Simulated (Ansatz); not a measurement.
One change: `[NH2][Y]([NH2])[O][SiH3]` becomes `[CH3][Y]([NH2])[NH2]`.

Ansatz, PBE0-D4/def2-TZVP geometries, multiplicity 1. Each molecule was computed in one conformer, which needn't be the lowest.

Elements past krypton have def2 core potentials.

```json
{"property": "size of the dipole moment (ωB97M-V/def2-TZVPP) / D", "`[NH2][Y]([NH2])[O][SiH3]`": "2.10"}
{"property": "HOMO–LUMO gap (PBE0/def2-TZVPP) / eV", "`[NH2][Y]([NH2])[O][SiH3]`": "5.22"}
{"property": "HOMO energy (B3LYP/def2-TZVPP) / eV", "`[NH2][Y]([NH2])[O][SiH3]`": "-6.48"}
{"property": "HOMO energy (PBE/def2-TZVPP) / eV", "`[NH2][Y]([NH2])[O][SiH3]`": "-5.41"}
{"property": "LUMO energy (B3LYP/def2-TZVPP) / eV", "`[NH2][Y]([NH2])[O][SiH3]`": "-1.82"}
{"property": "HOMO–LUMO gap (PBE/def2-TZVPP) / eV", "`[NH2][Y]([NH2])[O][SiH3]`": "3.17"}
```

(1) What does the change do to each property? (An estimate is asked.)

Answers

(1) The calculation gave: 
```csv
property,`[CH3][Y]([NH2])[NH2]`,shift
size of the dipole moment (ωB97M-V/def2-TZVPP) / D,1.51,-0.59
HOMO–LUMO gap (PBE0/def2-TZVPP) / eV,5.00,-0.22
HOMO energy (B3LYP/def2-TZVPP) / eV,-6.08,0.40
HOMO energy (PBE/def2-TZVPP) / eV,-5.06,0.35
LUMO energy (B3LYP/def2-TZVPP) / eV,-1.65,0.17
HOMO–LUMO gap (PBE/def2-TZVPP) / eV,3.01,-0.16
```

With PBE0 the HOMO rises by 0.41 eV and the LUMO rises by 0.18 eV, so the gap narrows by about 0.23 eV. PBE moves the HOMO by 0.35 eV and ωB97M-V by 0.49 eV. Dipoles are sizes alone; their direction can turn.

B3LYP here is the variant with VWN-RPA as its local correlation; programs differ in this.
